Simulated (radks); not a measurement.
All-electron atom: Ca IV in [Ne] 3s2 3p5.

All-electron calculation, Dirac Kohn-Sham, PBE, spin-unpolarised, spherical densities, point nucleus; open shells are shared between the two j in proportion to 2j + 1. Program: a radial shooting solver on a logarithmic mesh with Libxc functionals.

Energy parts (Ry):
total: -1355.55936
kinetic: 1366.36207
electron-nucleus: -3179.01578
Hartree: 527.20205
exchange-correlation: -70.10769

Orbitals (lengths in bohr, moments of r in powers of bohr; <r^-3> diverges for s and p1/2; r(max) is where P^2 peaks):
orbital     occ.  eigenvalue (Ry)   r(max)      <r^4>  <r^-3>      <r>
1s1/2          2        -292.9312  0.05028  0.0001626       -  0.07684
2s1/2          2        -33.07161   0.2998    0.04365       -   0.3639
2p1/2          2        -27.40890   0.2451    0.03597       -   0.3257
2p3/2          4        -27.13730   0.2471    0.03693   184.6   0.3282
3s1/2          2         -5.83113   0.9817      3.325       -    1.123
3p1/2    1.66667         -4.40595    1.022      4.755       -    1.201
3p3/2    3.33333         -4.37466    1.027      4.853   21.40    1.208

The highest occupied level is 3p3/2 at -59.520 eV. Summed over all electrons, <r^2> = 12.50 bohr^2, which gives a Langevin (diamagnetic) susceptibility term of -9.9 x 10^-6 cm^3/mol. The density falls to 0.001 e/bohr^3 at r = 2.81 bohr.
